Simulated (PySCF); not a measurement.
Compound: C₂H₁₂NSi₃ (doublet state).
SMILES with atom numbers: `[CH3:1][NH:2][SiH2:3][SiH:4][CH2:5][SiH3:6]` (hydrogens: H7, H8, H9 on C1; H10 on N2; H11, H12 on Si3; H13 on Si4; H14, H15 on C5; H16, H17, H18 on Si6)

Geometry (GFN2-xTB, Å), atoms numbered from 1 in this order:
```
atom  x, y, z in Å
C1    -3.196   -0.484    0.464
N2    -2.334    0.664    0.362
Si3   -0.897    0.679   -0.593
Si4    0.421   -0.939    0.331
C5     2.259   -0.875   -0.199
Si6    3.146    0.760    0.172
H7    -3.799   -0.426    1.373
H8    -3.875   -0.585   -0.393
H9    -2.580   -1.381    0.515
H10   -2.865    1.521    0.394
H11   -0.381    2.036   -0.375
H12   -1.194    0.603   -2.048
H13    0.037   -2.365    0.168
H14    2.799   -1.691    0.281
H15    2.315   -1.069   -1.272
H16    3.102    1.018    1.613
H17    4.548    0.690   -0.256
H18    2.487    1.851   -0.550
```

The hyperfine couplings belong to this conformer and change with its torsions.

Level of theory: UKS B3LYP, pcH-1 on C H N Si, non-relativistic, mean-field spin-orbit, GIAO (PySCF). The structure is a single GFN2-xTB conformer in the gas phase; no vibrational or solvent corrections. Couplings are sensitive to structure, and on GFN2-xTB geometries they can be far from those on DFT ones, by a factor of two or more for some ions and for spin on atoms past the first row. Stability of the SCF solution: not tested.

(1) Give the principal g shifts and their parts.

(2) Average each term over the three axes. Which is largest in size?

(3) What are the electron Larmor frequencies g μB B/h along the three axes at 330 mT?

(4) At 9.779 GHz, how far is the centre of the isotropic spectrum from where a free electron (g = 2.002319) resonates?

(5) In a frozen sample, at which fields do the three g values resonate at 9.5, 34, 94 and 263 GHz (hyperfine left aside), and which band first spreads them over more than twice a line width of 0.3 mT?

Answers

(1) 
| Δg (ppm) | 1 | 2 | 3 |
| --- | --- | --- | --- |
| relativistic mass correction | -126 | -126 | -126 |
| gauge correction | 7 | 32 | 36 |
| orbital Zeeman/spin–orbit | -194 | 1705 | 3059 |
| total | -313 | 1611 | 2969 |

So g = 2.00201, 2.00393, 2.00529 and g_iso = 2.00374; the tensor is rhombic: the two nearest values differ by 41 % of g3 − g1. Axes: g2 points within 12° of the Si3–Si4 bond.

(2) The orbital-Zeeman/spin–orbit term 1524, the mass correction -126 and the gauge correction 25 ppm, for a total of 1422 ppm. The orbital-Zeeman/spin–orbit term is the largest in size. The mass correction is the same along every axis, so the anisotropy comes from the other two: their spans along these axes are 28 (gauge) and 3253 ppm (orbital Zeeman/spin–orbit).

(3) 9.2468, 9.2557, 9.2619 GHz for g1, g2 and g3, a range of 15.2 MHz.

(4) B = hν/(g μB) with μB/h = 13.99624 MHz/mT gives 348.94 mT for the free electron and 348.69 mT at g_iso, 0.25 mT lower.

(5) 
```
band    GHz  B(g3) mT  B(g2) mT  B(g1) mT  spread mT
   X    9.5    338.48    338.71    339.04       0.55
   Q   34.0   1211.41   1212.23   1213.39       1.99
   W   94.0   3349.19   3351.46   3354.68       5.49
   J  263.0   9370.60   9376.95   9385.96      15.36
```

The spread grows in proportion to the frequency. Q band is the first where it exceeds 0.6 mT.

The largest Mulliken spin population is on Si4 (+0.96). The angles at Si4 add up to 338.3°, so it is pyramidal.

The HOMO–LUMO gaps are 5.06 eV among the α and 3.59 eV among the β orbitals.
